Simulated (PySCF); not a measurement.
## Structure from 2D NMR

Compound of formula C6H3F3. Correlations simulated from computed shifts and the bond graph:

HSQC (one-bond C–H):
```tsv
δH	δC
6.88	105.7
```

HMBC (two and three bonds, from the bond graph):
```tsv
δH	δC
6.88	173.7, 105.7
```

Carbons without hydrogens: δ 173.7.

[PySCF: structure optimised with GFN2-xTB; shielding tensors at PBE0/pcSseg-1 (GIAO); isolated molecule; a single conformation; equivalent nuclei averaged; non-relativistic]

Scale: $^{1}$H and $^{13}$C against TMS (reference shieldings calculated alike).

Exchangeable hydrogens are left out of these lists.

Problem. Assemble the structure.

Solution. SMILES Fc1cc(F)cc(F)c1.

Atoms are numbered as in `[F:1][c:2]1[cH:3][c:4]([F:5])[cH:6][c:7]([F:8])[cH:9]1`. Each H is labelled by its parent atom.

δC 173.7 is C2/C4/C7, an aromatic carbon bearing fluorine. δC 105.7 is C3/C6/C9, an aromatic CH (δH 6.88). HMBC from δH 6.88 reaches the proton-free carbon C2/C4/C7.

The shifts were computed for this structure.

Shifts are as computed. Against solution values, carbons near 30 ppm lie about +3 ppm off and those near 130 ppm about +5 ppm. Of 1211 compounds with measured shifts, 218 miss one by over three times the rms of a fit or turn the order of signals round; such compounds aren't used in these exercises.
